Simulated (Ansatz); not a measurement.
## Stretch profile

CH3Cu (SMILES [CH3][Cu]), singlet, at its PBE0-D4/def2-TZVP minimum:

```xyz
5
angstrom
C -0.1505 -0.0112 -0.0638
Cu 1.6454 -0.0509 0.5574
H -0.6987 -0.8354 0.3960
H -0.1482 -0.1194 -1.1498
H -0.5981 0.9432 0.2189
```

The bond length C1–Cu2 (1.901 Å at the minimum) is set to the values below, the two halves moving rigidly along the bond. Each method's energies count from its own value at the PBE0-D4 minimum structure. Ansatz 0.2.0; basis: def2-TZVPP; cores frozen in the correlated methods. Filled d shells of the heavier atoms are correlated. B3LYP uses VWN-RPA correlation.

```csv
bond length (Å),CCSD(T) (eV),PBE-D4 (eV),HF (eV),r2SCAN-D4 (eV),wB97M-V (eV)
1.711,0.313,0.282,0.622,0.240,0.337
1.749,0.189,0.165,0.429,0.131,0.205
1.805,0.070,0.055,0.214,0.034,0.078
1.870,0.007,0.002,0.051,-0.004,0.009
1.942,0.009,0.015,-0.045,0.023,0.007
2.020,0.070,0.087,-0.073,0.112,0.070
2.103,0.183,0.210,-0.039,0.251,0.189
2.190,0.335,0.370,0.048,0.429,0.351
2.281,0.517,0.556,0.177,0.634,0.547
```

Minimum and curvature along this coordinate at CCSD(T): A fifth-order fit through the nearest points gives 1.903 Å, with a curvature of about 12 eV/Å².

Problem. Treat the two halves as rigid bodies and work out the harmonic wavenumber of this stretch from that curvature (ν̃ = 521.5 √(k/μ) cm⁻¹ with k in eV/Å² and μ in u).

Solution. The halves weigh 15.04 and 63.55 u, so μ = 15.04 × 63.55/78.59 = 12.162 u and ν̃ = 521.5 √(12/12.162) ≈ 520 cm⁻¹. A true normal mode mixes in other motions, so this is a guide only.

Largest difference from the CCSD(T) curve over the scan: PBE0-D4 0.020; B3LYP-D4 0.043; MP2 0.206 eV. Each curve counts from its own value at the minimum.

T1 diagnostic: at most 0.031. The T1 diagnostic is large here, which may signal multireference character or strong orbital relaxation, so CCSD(T) is less sure. The restricted Hartree–Fock reference is unstable towards an unrestricted one here. This choice of frozen cores biases the correlated bond energies of the heavy atoms.

For scale, one of the runs: CCSD(T)/def2-TZVPP, 137 basis functions (an equivalent command: `ansatz run in.yaml --threads 2`). Time: 19 s of wall clock on 2 CPU threads; the host was shared. Peak host memory: 0.64 GiB.
